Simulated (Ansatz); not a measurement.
Computed with Ansatz on PBE0-D4/def2-TZVP structures; ΔE is electronic, products minus reactants. CCSD(T)/CBS is the MP2 limit (def2-TZVPP, def2-QZVPP) plus CCSD(T) − MP2 in def2-TZVPP, frozen cores. DFT in def2-TZVPP. B3LYP here is the variant with VWN-RPA as its local correlation; programs differ in this. For Br, Ga outer-core shells are correlated without core-valence functions, which leaves a few kJ/mol of doubt a bond. Scalar relativity is left out up to krypton. One conformer a species, not always the lowest.

`[CH3][Al]([SiH3])[Br]` + `C=[C](O)[GaH2]` → `[CH3][Al]([GaH2])[Br]` + `C=C(O)[SiH3]`  (redistribution)

`[CH3][Al]([SiH3])[Br]`:

```xyz
10

C    -0.161   -1.905    0.402
Al   -0.741   -0.115   -0.083
Si    0.728    1.833   -0.302
Br   -2.950    0.227   -0.485
H     0.334   -1.897    1.379
H     0.575   -2.277   -0.319
H    -0.990   -2.614    0.442
H    -0.011    3.066   -0.686
H     1.778    1.582   -1.332
H     1.437    2.099    0.984
```

`C=[C](O)[GaH2]`:

Z-matrix (Å, degrees):
```
C
C 1 1.337
H 1 1.087 2 121.9
H 1 1.082 2 120.0 3 180.0
O 2 1.367 1 118.6 3 -0.0
Ga 2 1.961 1 119.2 3 -180.0
H 5 0.959 2 109.7 1 180.0
H 6 1.575 2 117.6 1 -180.0
H 6 1.562 2 119.3 1 0.0
```

`[CH3][Al]([GaH2])[Br]`:

```xyz
9

C     1.736    0.260   -0.503
Al    0.124   -0.397    0.370
Ga   -2.296    0.219    0.115
Br    0.443   -2.039    1.928
H     2.259   -0.563   -1.000
H     1.533    1.035   -1.246
H     2.427    0.671    0.241
H    -2.978    1.331    1.001
H    -3.248   -0.518   -0.906
```

`C=C(O)[SiH3]`:

```xyz
10

C     0.906   -0.804    1.066
C     0.572   -0.043    0.025
O     1.562    0.478   -0.762
Si   -1.223    0.322   -0.373
H     1.944   -1.018    1.300
H     0.140   -1.226    1.702
H     1.188    1.003   -1.472
H    -1.453    1.793   -0.355
H    -2.095   -0.350    0.619
H    -1.540   -0.153   -1.749
```

(1) Is it downhill or uphill in electronic energy at CCSD(T)/CBS, and by how much? (Best estimate.)

(2) What do these levels give: PBE-D4, ωB97M-V, B2PLYP, PBE, PBE0, B3LYP, HF/def2-TZVPP, CCSD(T)/def2-TZVPP, HF/def2-QZVPP, MP2/def2-QZVPP, HF/CBS(def2), MP2/CBS(def2)? (Best estimate.)

Largest T1 diagnostic among the species: 0.013.

Answers

(1) The calculation gave: Downhill: ΔE = -0.10 eV.

(2) The calculation gave: PBE-D4 -0.10, ωB97M-V -0.16, B2PLYP -0.13, PBE -0.10, PBE0 -0.12, B3LYP -0.15, HF/def2-TZVPP -0.19, CCSD(T)/def2-TZVPP -0.10, HF/def2-QZVPP -0.20, MP2/def2-QZVPP -0.10, HF/CBS(def2) -0.20, MP2/CBS(def2) -0.10 eV.

In def2-TZVPP, CCSD(T) changes the Hartree–Fock value by +0.10 eV (the triples alone add +0.02 eV) and MP2 by +0.10 eV.
